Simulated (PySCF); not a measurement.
C₈H₆N (doublet state).
Structure used (GFN2-xTB), in Å, numbered top down from 1:
```
atom  x, y, z in Å
C1     3.9600   -0.0035   -0.2507
C2     2.6279    0.0482   -0.1775
C3     1.3970    0.0917   -0.1094
C4     0.0109    0.1301   -0.0337
C5    -0.7151   -1.0340    0.3015
C6    -2.0889   -0.9593    0.3706
C7    -2.7118    0.2558    0.1071
C8    -1.9103    1.3465   -0.2181
N9    -0.6009    1.3015   -0.2884
H10    4.5319    0.8711   -0.5070
H11    4.4918   -0.9189   -0.0566
H12   -0.1867   -1.9552    0.4955
H13   -2.6736   -1.8321    0.6264
H14   -3.7851    0.3539    0.1508
H15   -2.3514    2.3123   -0.4324
```

The hyperfine couplings belong to this conformer and change with its torsions.

The species is `[CH2]C#Cc1ccccn1` [radical].

Level of theory: PySCF, UKS B3LYP, pcH-1 on C H N, non-relativistic, mean-field spin-orbit, GIAO. Isolated species at its GFN2-xTB geometry, gas phase. A GFN2-xTB geometry isn't a minimum of the functional, and hyperfine couplings can be far from their values at a DFT geometry. The SCF solution wasn't tested for stability. ⟨S²⟩ is 0.780 where a pure state has 0.75.

(1) Where do the isotropic ENDOR lines of C2, C1, C3, C4, C5, C7, C6, C8, H10 and H11 fall at 3341.6 mT, to first order?

(2) Which pairs are centred on the nuclear Larmor frequency, and which on half the coupling?

(3) At what field would the lower line of C2 fall to zero frequency?

Results:

(1) ν± = |νn ± a/2|, one line for each electron-spin manifold; νn = |g_N| × 7.62259 MHz/T × B.

```tsv
nuclei	isotope	g_N	νn (MHz)	a_iso (MHz)	lower line (MHz)	upper line (MHz)
C2	13C	1.4048	35.78	-58.66	6.45	65.11
C1	13C	1.4048	35.78	53.19	9.19	62.38
C3	13C	1.4048	35.78	43.12	14.22	57.34
C4	13C	1.4048	35.78	-29.86	20.85	50.71
C5	13C	1.4048	35.78	15.58	27.99	43.57
C7	13C	1.4048	35.78	14.43	28.57	43.00
C6	13C	1.4048	35.78	-12.00	29.78	41.78
C8	13C	1.4048	35.78	-11.97	29.80	41.77
H10	1H	5.5857	142.28	-45.16	119.70	164.86
H11	1H	5.5857	142.28	-45.14	119.71	164.85
```

The rows for 13C, of low natural abundance, apply to labelled samples.

(2) Centred on νn, since |a| < 2νn: C2, C1, C3, C4, C5, C7, C6, C8, H10 and H11. No pair has |a| > 2νn.

(3) Where νn = |a|/2, that is B = 29.33 MHz/(1.4048 × 7.62259 MHz/T) = 2740 mT, as far as first order holds there.

Couplings of abundant isotopes left out: H14 (-10.7 MHz), H12 (-9.5 MHz), N9 (5.5 MHz), H13 (3.7 MHz) and H15 (3.4 MHz).

H10 and H11 aren't averaged: C1 is flat or nearly so (angle sum 360°), and its turn about the short C1–C2 bond (1.34 Å) is taken as slow.
